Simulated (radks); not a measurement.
All-electron atom: Ho2+ in [Xe] 4f10 5d1 (not the ground configuration).

Method: scalar-relativistic Kohn-Sham, B86b exchange with PBE correlation, spin-unpolarised, spherical densities, finite nucleus; Fermi nuclear charge, rms radius 5.2022 fm; computed with a radial shooting solver on a logarithmic mesh with Libxc functionals.

Energy parts (eV):
| part | energy |
|---|---|
| total | -343280.77 |
| kinetic | 371190.61 |
| electron-nucleus | -839837.17 |
| Hartree | 132729.30 |
| exchange-correlation | -7363.52 |

Orbitals (lengths in bohr, moments of r in powers of bohr):
1s: occ. 2; eigenvalue (eV) -55513.61; <r^4> 9.253e-07
2s: occ. 2; eigenvalue (eV) -9303.644; <r^4> 0.0001447
2p: occ. 6; eigenvalue (eV) -8245.348; <r^4> 0.0001095
3s: occ. 2; eigenvalue (eV) -2095.251; <r^4> 0.005495
3p: occ. 6; eigenvalue (eV) -1771.753; <r^4> 0.005791
3d: occ. 10; eigenvalue (eV) -1361.045; <r^4> 0.004563
4s: occ. 2; eigenvalue (eV) -431.2671; <r^4> 0.1337
4p: occ. 6; eigenvalue (eV) -324.6665; <r^4> 0.1761
4d: occ. 10; eigenvalue (eV) -180.5665; <r^4> 0.2739
5s: occ. 2; eigenvalue (eV) -68.6081; <r^4> 4.702
5p: occ. 6; eigenvalue (eV) -43.2981; <r^4> 9.491
4f: occ. 10; eigenvalue (eV) -23.5582; <r^4> 1.938
5d: occ. 1; eigenvalue (eV) -15.1718; <r^4> 70.07

The highest occupied level is 5d at -15.172 eV. Summed over all electrons, <r^2> = 40.75 bohr^2, which gives a Langevin (diamagnetic) susceptibility term of -32.3 x 10^-6 cm^3/mol. The density falls to 0.001 e/bohr^3 at r = 3.63 bohr. The electron density at the nucleus is 8.476e+05 e/bohr^3 (large components only).
